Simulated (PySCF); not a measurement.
Selenium: a sound run and one with changed settings

Sound run: Se [Ar] 3d10 4s2 4p4, Se+ [Ar] 3d10 4s2 4p3. All numbers are calculated (PySCF 2.14, the non-relativistic Hamiltonian (point nucleus), in 6-31G* (5s4p3d, 32 functions)). In the sound run the correlated levels freeze [Ar] 3d10. The sound run starts from symmetry-adapted Hartree-Fock orbitals and uses a fine grid where one is needed.

Changed run: scalar relativity by spin-free X2C-1e. This setting is unsound on purpose.

```tsv
species	method	sound run (hartree)	changed run (hartree)	converged
Se	UHF	-2399.52343	-2421.45809	yes
Se	r2SCAN	-2401.17150	-2423.10523	yes
Se	B3LYP	-2401.22681	-2423.15990	yes
Se	MP2	-2399.59300	-2421.52738	yes
Se	CCSD(T)	-2399.60974	-2421.54389	yes
Se+	UHF	-2399.21035	-2421.14499	yes
Se+	r2SCAN	-2400.81723	-2422.75080	yes
Se+	B3LYP	-2400.86682	-2422.79960	yes
Se+	MP2	-2399.26649	-2421.20079	yes
Se+	CCSD(T)	-2399.28212	-2421.21613	yes
```

Ionisation energy of Se:

| method | sound run (eV) | changed run (eV) |
| --- | --- | --- |
| UHF | 8.519 | 8.520 |
| r2SCAN | 9.640 | 9.644 |
| B3LYP | 9.796 | 9.804 |
| MP2 | 8.885 | 8.887 |
| SCS-MP2 | 8.902 | 8.904 |
| CCSD | 8.904 | 8.908 |
| CCSD(T) | 8.915 | 8.919 |

Most of the change in total energy is the relativistic energy itself. On top of that the contraction fixes the core shape for the Hamiltonian it was made with, so the changed run is not a good calculation with the other Hamiltonian either.

For comparison, NIST gives 9.752 eV between the lowest levels.
